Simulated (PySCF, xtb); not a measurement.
C₃H₁₂FGeNSi, SMILES [CH3][Ge]([CH3])([CH3])[NH][SiH2]F. One conformer was computed; it need not be the lowest.

Harmonic wavenumbers (cm⁻¹) from GFN2-xTB (xtb) at its own minimum, in rising order: 22, 46, 85, 96, 108, 117, 147, 149, 155, 181, 191, 201, 232, 518, 541, 562, 576, 579, 588, 704, 731, 740, 747, 794, 795, 797, 809, 809, 954, 1136, 1314, 1318, 1321, 1457, 1459, 1460, 1463, 1465, 1467, 2246, 2292, 3016, 3021, 3023, 3024, 3025, 3026, 3027, 3029, 3031, 3455.

Problem. What does B3LYP-D3(BJ)/def2-SVP in PySCF 2.14.0 give at its own minimum? (Estimate from the structure and the level; the computed values follow.)

Solution. 20, 51, 121, 127, 138, 153, 164, 167, 180, 190, 214, 348, 378, 515, 568, 603, 608, 699, 705, 756, 771, 800, 830, 833, 836, 841, 931, 962, 974, 1164, 1254, 1257, 1266, 1430, 1433, 1436, 1440, 1441, 1451, 2246, 2260, 3033, 3034, 3039, 3127, 3129, 3135, 3137, 3137, 3142, 3580. Paired by order, the mean absolute difference is 53 cm⁻¹ and the zero-point energies are 88.7 and 91.6 kcal/mol.
